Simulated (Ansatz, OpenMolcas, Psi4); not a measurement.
**SnO (tin(ii) oxide): methods side by side**

SnO: 2 atoms, total charge 0, spin state singlet. As SMILES, `[O]=[Sn]`. The shape is that of a PBE0-D4/def2-TZVP optimisation.

```xyz
2

O     0.0000    0.0000   -0.0071
Sn    0.0000    0.0000    1.8107
```

Quantity: the electronic atomisation energy, in eV. The values are calculated. Electronic energies at fixed atoms, without zero-point motion or spin-orbit coupling.

| level | kind | program | value (eV) | CPU time (all runs) |
| --- | --- | --- | --- | --- |
| PBE/def2-TZVPPD (core potential) | GGA | Ansatz | 6.17 | 9.4 s |
| r2SCAN/def2-TZVPPD (core potential) | meta-GGA | OpenMolcas | 5.67 | 88 s |
| TPSSh/def2-TZVPPD (core potential) | hybrid meta-GGA | Psi4 | 5.50 | 36 s |
| r2SCAN0/def2-TZVPPD (core potential) | hybrid meta-GGA | Ansatz | 4.99 | 18 s |
| wB97M-V/def2-TZVPPD (core potential) | range-separated hybrid | Ansatz | 5.48 | 59 s |
| PBE-QIDH/def2-TZVPPD (core potential) | double hybrid | Ansatz | 5.41 | 12 s |
| RPA@PBE0/def2-TZVPPD (core potential) | RPA | Ansatz | 5.23 | 17 s |
| MP2/def2-TZVPPD (core potential) | perturbation theory | Ansatz | 6.19 | 4.3 s |
| FCI/STO-3G | exact in the basis | Ansatz | 5.25 | 1.3 s |

All-electron rows without a relativistic Hamiltonian named are non-relativistic, while core potentials hold scalar relativity, so basis and relativity change together. The values span 4.99 to 6.19 eV. High-level rows in very small sets aren't better than simpler rows in larger ones. In the correlated wave-function rows the outer d shell of Sn is correlated, in sets not made for it. CPU times are rough (shared hosts, several kinds of processor and program).
